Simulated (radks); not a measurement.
Fractional charge and spin in the 3s shell of chlorine: the spin-up occupation runs from 0 to 1 and the spin-down occupation from 0 to 1; the fullest corner is Cl, [Ne] 3p(up 2.5, down 2.5) 3s(up 1, down 1). Method: scalar-relativistic Kohn-Sham, PBEsol, spin-polarised, spherical densities, finite nucleus; Fermi nuclear charge, rms radius of each element as measured or else 0.836 A^(1/3) + 0.57 fm; computed with a radial shooting solver on a logarithmic mesh with Libxc functionals. Energy (eV) minus the two flat planes that join the four corners (they meet along the diagonal where the two added fractions sum to one electron); zero is where a piecewise linear energy would lie.

\begin{tabular}{lrrrrr}
down \ up & 0 & 0.25 & 0.5 & 0.75 & 1 \\ \hline
0 & 0.000 & -1.200 & -1.591 & -1.186 & 0.000 \\
0.25 & -1.200 & -1.504 & -1.017 & 0.246 & -1.074 \\
0.5 & -1.591 & -1.017 & 0.328 & -0.915 & -1.419 \\
0.75 & -1.186 & 0.246 & -0.915 & -1.341 & -1.054 \\
1 & 0.000 & -1.074 & -1.419 & -1.054 & 0.000 \\
\end{tabular}

Corners above the fullest one (they belong to Cl+ and the next ion): (up 1, down 0) 26.177 eV, (up 0, down 1) 26.177 eV, (up 0, down 0) 65.727 eV. With half an added electron in each spin the energy lies 0.328 eV from the planes, and with half an added electron in spin up alone -1.591 eV. The planes are only a guide here: the flat-plane condition holds for ground states with one frontier orbital, while this shell lies below other occupied shells, so the corners above the fullest one are inner-hole states and not the ground states of those ions.
